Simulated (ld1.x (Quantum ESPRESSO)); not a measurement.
# bismuth (Bi): excitation energies, all-electron against PAW

bismuth (Bi), PAW, made with ld1.x (Quantum ESPRESSO) 7.5 (LDA (PZ), fully relativistic). Core [Xe] 4f14, reference 5d10 6s2 6p3. Waves: 6s (bound): rcut 1.40, rcutus 1.80 bohr; 6s channel at 2.35 Ry: rcut 1.40, rcutus 1.80 bohr; 6p (bound): rcut 2.00, rcutus 2.15 bohr; 6p channel at 1.35 Ry: rcut 2.00, rcutus 2.15 bohr; 5d (bound): rcut 1.80, rcutus 2.05 bohr; 5d channel at 2.1 Ry: rcut 1.80, rcutus 2.05 bohr; 5f channel at -0.05 Ry: rc 2.05 bohr. Local part: the f channel. Core correction: Bessel-smoothed model core inside 1.00 bohr. Augmentation charge: PSQ, inside the norm-conserving radii.

Open shells are filled in proportion to 2j + 1 (rel_dist='average').

Energies are relative to the spin-unpolarised reference configuration 5d10 6s2 6p3; without spin polarisation the order of configurations can differ from experiment. The f channel is local and has no spin–orbit splitting in the pseudo-atom. The frozen-core shift is the all-electron ΔE with the core orbitals held at their reference shape minus the fully relaxed ΔE.

```tsv
valence configuration	charge	ΔE all-electron (eV)	error AE − PS (meV)	frozen-core shift (meV)
5d10 6s2 6p2	+1	8.305	-0.1	0.0
5d10 6s2 6p1	+2	24.051	-0.9	+0.9
5d10 6s2 6p0	+3	47.985	-2.8	+3.7
5d10 6s0 6p5	0	20.232	-3.3	+2.6
5d10 6s1 6p0	+4	93.882	-17	+19
5d10 6s2 6p2.5	+0.5	3.281	-0.1	0.0
```

(1) What are ΔE and the potential's error for 5d9 6s2 6p4?

The ghost test of this file was not conclusive.

## Answers

(1) ΔE = 23.819 eV all-electron; the error (AE − PS) is -64 meV.
